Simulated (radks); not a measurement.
Question: These are the eigenvalues of the occupied orbitals of an atom or ion with whole-number occupations (hartree). All-electron calculation, scalar-relativistic Kohn-Sham, LDA (Slater exchange, VWN5 correlation), spin-polarised, spherical densities, point nucleus. Program: a radial shooting solver on a logarithmic mesh with Libxc functionals.

orbital  eigenvalue
1s down   -1478.418
1s up     -1478.418
2s up     -236.7545
2s down   -236.7534
2p up     -212.1422
2p down   -212.1413
3s up     -50.96705
3s down   -50.95680
3p up     -43.13887
3p down   -43.12865
3d up     -31.98878
3d down   -31.98036
4s up     -10.30957
4s down   -10.28166
4p up      -7.75208
4p down    -7.72402
4d up      -4.07034
4d down    -4.04205
5s up      -1.50809
5s down    -1.48126
5p up      -0.86746
5p down    -0.84126
4f up      -0.21819
6s up      -0.14803
6s down    -0.13553
5d up      -0.12584

Which element is it, and in what charge state? The configuration may be excited. Open shells, if any, are filled with parallel spins first.

Answer: Z = 58, cerium, charge 0: Ce in [Xe] 4f1 5d1 6s2. The list shows which subshells hold electrons but not how many an open one holds; the 1s level, -1478.4 hartree, gives Z - s = 54.4 by -(Z - s)^2/2, which with screening and relativity narrows Z to a few neighbours, and the depths of the outer levels then fix element, charge and occupations together.
